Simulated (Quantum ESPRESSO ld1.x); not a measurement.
The numbers below are computed, except where a source is named.
Problem. All-electron atom: Pm3+ in [Xe] 4f2 5d2 (not the ground configuration). Level of theory: scalar-relativistic Kohn-Sham, exchange-only LDA, spin-unpolarised, spherical densities, point nucleus (ld1.x of Quantum ESPRESSO 7.5). Some entries of the table are withheld. Estimate them.

| orbital | occ. | eigenvalue (eV) | <1/r> (bohr^-1) | <r> (bohr) |
|---|---|---|---|---|
| 1s | 2 | -45024.0 | 67.37 | 0.02320 |
| 2s | 2 | -7360.75 | 15.58 | 0.09904 |
| 2p | 6 | -6580.93 | 14.66 | 0.08715 |
| 3s | 2 | -1644.67 | 5.685 | 0.2609 |
| 3p | 6 | (1) | 5.368 | (2) |
| 3d | 10 | -1063.25 | 5.096 | 0.2365 |
| 4s | 2 | -364.394 | 2.406 | 0.5895 |
| 4p | 6 | -283.358 | 2.221 | 0.6224 |
| 4d | 10 | -168.701 | 1.961 | 0.6752 |
| 5s | 2 | (3) | 0.9854 | 1.356 |
| 5p | 6 | -53.8770 | 0.8552 | 1.541 |
| 4f | 2 | -44.6662 | 1.502 | 0.8379 |
| 5d | 2 | -26.7213 | 0.6202 | 2.081 |
| 6s | 0 | (4) | 0.4133 | 3.108 |
| 6p | 0 | -17.3471 | 0.3521 | 3.643 |

Solution. 
(1) 3p eigenvalue (eV): -1399.84
(2) 3p <r> (bohr): 0.2591
(3) 5s eigenvalue (eV): -75.5919
(4) 6s eigenvalue (eV): -22.6279
